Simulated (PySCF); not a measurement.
**Potential energy of SbO along the bond**

Set-up: PySCF, scalar-relativistic core potentials, basis sets Sb cc-pVTZ-PP with ECP28, O cc-pVTZ. Energies in eV from Sb + O in their ground configurations at the same level. State: ²Π (doublet), unpaired electrons π ↑.

All columns are PBE0. A positive dipole means Sb(−)O(+).

| R (Å) | E (eV) | μ (D) | Mulliken charge on Sb (basis-dependent) | HOMO (eV) | LUMO (eV) | Mayer bond order | ⟨S²⟩ |
| --- | --- | --- | --- | --- | --- | --- | --- |
| 1.566 | -1.862 | -2.31 | 0.41 | -4.97 | -2.95 | 2.25 | 0.75 |
| 1.639 | -2.973 | -2.65 | 0.42 | -5.16 | -3.14 | 2.23 | 0.75 |
| 1.712 | -3.569 | -2.97 | 0.44 | -5.35 | -3.33 | 2.20 | 0.75 |
| 1.766 | -3.771 | -3.19 | 0.45 | -5.48 | -3.46 | 2.19 | 0.75 |
| 1.821 | -3.818 | -3.40 | 0.46 | -5.61 | -3.59 | 2.17 | 0.76 |
| 1.876 | -3.749 | -3.59 | 0.47 | -5.74 | -3.72 | 2.16 | 0.76 |
| 1.948 | -3.530 | -3.73 | 0.48 | -5.90 | -3.77 | 2.07 | 0.85 |
| 2.039 | -3.188 | -3.52 | 0.45 | -6.09 | -3.54 | 1.75 | 1.16 |
| 2.149 | -2.768 | -3.39 | 0.42 | -6.27 | -3.33 | 1.44 | 1.41 |
| 2.295 | -2.224 | -3.42 | 0.40 | -6.46 | -3.30 | 1.17 | 1.61 |

⟨S²⟩ of the unrestricted solution departs from its pure value on part of the curve, where spin states mix. Spin–orbit coupling is left out, which matters for elements this heavy, above all for dissociation energies. The state is the lowest determinant that a PBE0 search found; another state may lie lower at other levels.
